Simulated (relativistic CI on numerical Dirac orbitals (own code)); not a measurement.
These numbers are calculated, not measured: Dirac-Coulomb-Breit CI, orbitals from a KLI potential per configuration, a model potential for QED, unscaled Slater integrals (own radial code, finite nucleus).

The strongest absorption lines from the ground level of an ion, among the configurations computed and to levels below about 2370 eV (vacuum wavelength in nm, gf): 0.52258 (0.018), 0.52883 (0.031), 0.54074 (0.063), 0.54106 (0.00026), 0.56834 (0.16), 0.56920 (0.00067), 0.66506 (0.77), 0.66924 (0.003).

Task: Which ion is it?
A. S XV
B. Mg XI
C. Si XIII
D. Ne IX

Result: C. Si XIII has 2 electrons and the ground level 1s2 1S_0; the strongest line goes to 1s 2p 1P°_1. The pattern of lines fixes the number of electrons, and along that sequence the line energies rise steadily with the charge (about as its square where n changes within one kind of shell, about linearly where n is kept but much faster in heavy ions where fine structure, which grows about as Z⁴, sets the gap, and irregularly where shells cross), which fixes Z. Configurations outside the model, such as inner-shell arrays, can give stronger lines. At this charge energies of transitions that change n are usually good to better than 1 %, and those within a shell (Δn = 0) to a few per cent.

LS names give the leading component of a level, which can be under half, so a name can repeat, a term be missing and a line seem to break the LS rules.
